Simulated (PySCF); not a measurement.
Löwdin shares of the frontier orbitals

Compound: F₂H₈Si₄.
SMILES with atom numbers: `[F:1][SiH2:2][SiH2:3][Si@H:4]([F:5])[SiH3:6]` (hydrogens: H7, H8 on Si2; H9, H10 on Si3; H11 on Si4; H12, H13, H14 on Si6)

The calculation used PySCF 2.14.0, density-fitted response routines, TDDFT CAM-B3LYP/def2-SVPD, vertical, gas phase, core orbitals frozen in the response. Geometry: GFN2-xTB, one conformer, isolated molecule. Torsions of this conformer, `[F:1][SiH2:2][SiH2:3][Si@H:4]([F:5])[SiH3:6]`: F1–Si2–Si3–Si4 -15°, Si2–Si3–Si4–F5 -173°.

Kohn–Sham orbitals with the atoms that hold most of them (Löwdin shares over 4%, at most four atoms; ? is withheld):

| orbital | ε (eV) | atoms |
| --- | --- | --- |
| LUMO+2 | 0.39 | Si3 23%, Si4 20%, Si2 14%, Si6 9% |
| LUMO+1 | -0.04 | Si3 23%, Si4 20%, Si6 15%, Si2 14% |
| LUMO | -0.39 | ? |
| HOMO | ? | Si3 24%, Si4 23%, Si6 15%, Si2 11% |
| HOMO-1 | -10.18 | ? |
| HOMO-2 | -10.50 | Si3 26%, Si4 16%, H10 12%, H11 11% |
| HOMO-3 | -11.09 | Si2 26%, H7 17%, H8 16%, F1 12% |

**Question.** Which atoms hold the LUMO, and with what shares?

**Answer.** Si3 (bonded to 2 Si and 2 H) 22%; Si2 (bonded to F, Si and 2 H) 22%; Si4 (bonded to F, 2 Si and H) 18%; Si6 (bonded to Si and 3 H) 8%.

**Question.** Give the leading atoms of the HOMO-1.

**Answer.** Si4 (bonded to F, 2 Si and H) 19%; Si6 (bonded to Si and 3 H) 15%; Si3 (bonded to 2 Si and 2 H) 15%; Si2 (bonded to F, Si and 2 H) 11%.

**Question.** What is the HOMO energy, and the HOMO–LUMO gap?

**Answer.** ε(HOMO) = -9.51 eV; the gap is 9.13 eV (0.3354 hartree).

**Question.** How does S1 compare with the orbital gap of 9.13 eV?

**Answer.** S1 is at 5.88 eV (f = 0.022), 3.24 eV below the gap, made of HOMO→LUMO (83%). 

Next come S2 at 6.35 eV (f 0.218), HOMO→LUMO+1 (51%), HOMO-1→LUMO (30%); S3 at 6.48 eV (f 0.035), HOMO→LUMO+2 (43%), HOMO-1→LUMO (25%), HOMO→LUMO+1 (20%); S4 at 6.67 eV (f 0.0063), HOMO-2→LUMO (42%), HOMO-1→LUMO+1 (16%), HOMO→LUMO+2 (16%); S5 at 6.93 eV (f 0.048), HOMO-2→LUMO (34%), HOMO→LUMO+2 (28%), HOMO→LUMO+1 (16%).
